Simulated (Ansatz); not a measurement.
```yaml
crystal:
  periodic: [false, false, false]
  atoms:
    - {symbol: B, position_ang: [-0.264363, 0.845228, 0.051676]}
    - {symbol: C, position_ang: [0.531363, -0.474155, -0.071146]}
    - {symbol: Cl, position_ang: [1.212648, -1.265009, 1.310240]}
    - {symbol: I, position_ang: [-1.528194, -1.180104, -0.580737]}
    - {symbol: H, position_ang: [-0.330776, 1.540513, -0.916221]}
    - {symbol: H, position_ang: [-0.659458, 1.186172, 1.122323]}
    - {symbol: H, position_ang: [1.099980, -0.720445, -0.961635]}
basis:
  gaussian: {orbitals: x2c-TZVPPall}
magnetization: {spin_polarized: true, initial_magnetization: 2}
hamiltonian: {xc: {name: B97M-V}, pseudopotentials: {relativity: none}}
scf: {lower_state_search: off}
output: {forces: true}
```

```sh
$ ansatz run in.yaml --threads 2 --pin off --events-out ev --progress --plain --max-ram 4352MiB
```

It prints (some lines left out):

```
Functional definition: B97M-V
1315 factors; their error is unknown
mean field evaluation 1: about -198372.5513 eV, gradient 5.0e1 eV
mean field evaluation 2: about -198296.7168 eV, gradient 1.2e2 eV
mean field evaluation 4: about -198386.7047 eV, gradient 1.5e1 eV
mean field evaluation 8: about -198388.3461 eV, gradient 5.5e-1 eV
mean field evaluation 16: about -198388.3271 eV, gradient 7.3e-3 eV
mean field evaluation 32: about -198388.3271 eV, gradient 3.1e-6 eV
mean field -198388.32708514 eV, -7290.6365479411 hartree, gradient 3.1e-6 eV, S^2 2.008592; 0 other end points of the search recorded, 0 dependent functions left out
reference -198388.32713976 eV, -7290.6365499484 hartree; 43, 41 occupied and 163, 165 virtual orbitals, 1315 factors
WARN: the results are in doubt because the basis set is contracted for relativity, which is off
Total energy: -198388.32713976 eV, -7290.6365499484 hartree
Atom 0 at    -0.264363     0.845228     0.051676 Å, force     0.568612    -2.966114    -0.461735 eV/Å
Atom 1 at     0.531363    -0.474155    -0.071146 Å, force    -1.602028    -1.422407    -0.623455 eV/Å
Atom 2 at     1.212648    -1.265009     1.310240 Å, force    -0.776548     1.142580     0.152662 eV/Å
Atom 3 at    -1.528194    -1.180104    -0.580737 Å, force     0.913828     1.285067     1.064735 eV/Å
Atom 4 at    -0.330776     1.540513    -0.916221 Å, force     0.385538     0.100664    -0.160151 eV/Å
Atom 5 at    -0.659458     1.186172     1.122323 Å, force     0.119852    -0.077181     0.245406 eV/Å
Atom 6 at     1.099980    -0.720445    -0.961635 Å, force     0.390746     1.937391    -0.217462 eV/Å
Dipole moment:    -0.072422    -0.139221    -0.229138 e Å
In doubt: the basis set is contracted for relativity, which is off
Checks for a lower state left out: stability, starts, cluster_reference, orbital_swaps, neighbouring_geometries, increment
```

Run time 25 s (2 threads of an Arm Neoverse V1 on a shared host); peak host memory 0.38 GiB.
